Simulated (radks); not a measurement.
Charge is removed step by step from the 3p up level of neutral phosphorus, starting from [Ne] 3s2 3p(up 3, down 0). All-electron calculation, non-relativistic Kohn-Sham, PBE, spin-polarised, spherical densities, point nucleus. Program: a radial shooting solver on a logarithmic mesh with Libxc functionals.

removed (e)  E - E(0) (eV)  eigenvalue (eV)  E minus straight line (eV)
0                    0.000           -6.294                       0.000
0.25                 1.828           -8.348                      -0.809
0.5                  4.182          -10.494                      -1.093
0.75                 7.082          -12.723                      -0.830
1                   10.550          -15.029                       0.000

Removing the whole electron costs 10.550 eV by Delta-SCF, against 6.294 eV from minus the eigenvalue at the starting occupation. Slater's transition state (half an electron removed) gives 10.494 eV. Integrating minus the eigenvalue over the occupation (Janak's theorem) gives 10.550 eV. The mean slope of the eigenvalue, de/dn, is 8.74 eV per electron. Ionisation energy of P in the NIST Atomic Spectra Database: 10.487 eV (measured).
